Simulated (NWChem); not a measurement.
# CCl₃, doublet; SMILES [C](Cl)(Cl)Cl

```xyz
4

Cl    -1.6323    -0.4235    -0.0248
C      0.0000     0.0000     0.2712
Cl     1.1829    -1.2019    -0.0248
Cl     0.4494     1.6253    -0.0248
```
Atoms are numbered in this order, from 1.

Level: PBE0/def2-SVP, spin-unrestricted (NWChem), optimised geometry, unscaled harmonic frequencies. In the optimisation the excess spin sits in a (C3, its own frame).

```
frequency (cm⁻¹)  IR intensity (km/mol)
----------------  ---------------------
277                                 0.2
277                                 0.2
323                                 0.3
516                                 0.0
930                               197.3
930                               197.3
```

- zero-point energy = 4.6 kcal/mol
- thermal correction to the enthalpy at 298.15 K (with zero-point energy) = 8.0 kcal/mol
- heat capacity Cv = 13.2 cal/(mol K)
- dipole moment = 0.24 D

Rigid rotor and harmonic oscillator.
